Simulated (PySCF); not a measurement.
**SMILES C#CS(=O)(=O)C(F)(F)F, C3HF3O2S**

Molfile (atoms numbered from 1):
```
C3HF3O2S
     RDKit          3D

 10  9  0  0  0  0  0  0  0  0999 V2000
   -2.3522   -0.1912    0.5513 C   0  0  0  0  0  0  0  0  0  0  0  0
   -1.3042    0.2778    0.2096 C   0  0  0  0  0  0  0  0  0  0  0  0
    0.2266    0.9481   -0.2878 S   0  0  0  0  0  6  0  0  0  0  0  0
    0.6824    1.8809    0.6844 O   0  0  0  0  0  0  0  0  0  0  0  0
    0.1759    1.2969   -1.6659 O   0  0  0  0  0  0  0  0  0  0  0  0
    1.2818   -0.6127   -0.1251 C   0  0  0  0  0  0  0  0  0  0  0  0
    0.7983   -1.5648   -0.9181 F   0  0  0  0  0  0  0  0  0  0  0  0
    2.5404   -0.3716   -0.4518 F   0  0  0  0  0  0  0  0  0  0  0  0
    1.2338   -1.0541    1.1286 F   0  0  0  0  0  0  0  0  0  0  0  0
   -3.2739   -0.6048    0.8523 H   0  0  0  0  0  0  0  0  0  0  0  0
  1  2  3  0
  2  3  1  0
  3  4  2  0
  3  5  2  0
  3  6  1  0
  6  7  1  0
  6  8  1  0
  6  9  1  0
  1 10  1  0
M  END
```

Theory: PySCF, quadratic response wB97X-D/def2-SVPD first hyperpolarisability, Taylor convention, gas phase. Geometry: GFN2-xTB.

Q: Give the tensor of the second harmonic β(−2ω;ω,ω) at 694.3 nm in the axes of these coordinates.

A: In au, Taylor convention; rows are the first index (the induced dipole):
```csv
,xx,yy,zz,xy,xz,yz
x,+90.5,+36.9,+31.2,-9.3,-3.2,+2.2
y,-11.2,-13.5,+3.4,+35.8,+2.4,-1.2
z,-3.0,-1.3,-24.0,+2.1,+29.8,+3.9
```
Norm of βᵢ = ⅓ Σⱼ (βᵢⱼⱼ + βⱼᵢⱼ + βⱼⱼᵢ): 160.6 au, hyper-Rayleigh value 59.3 au.
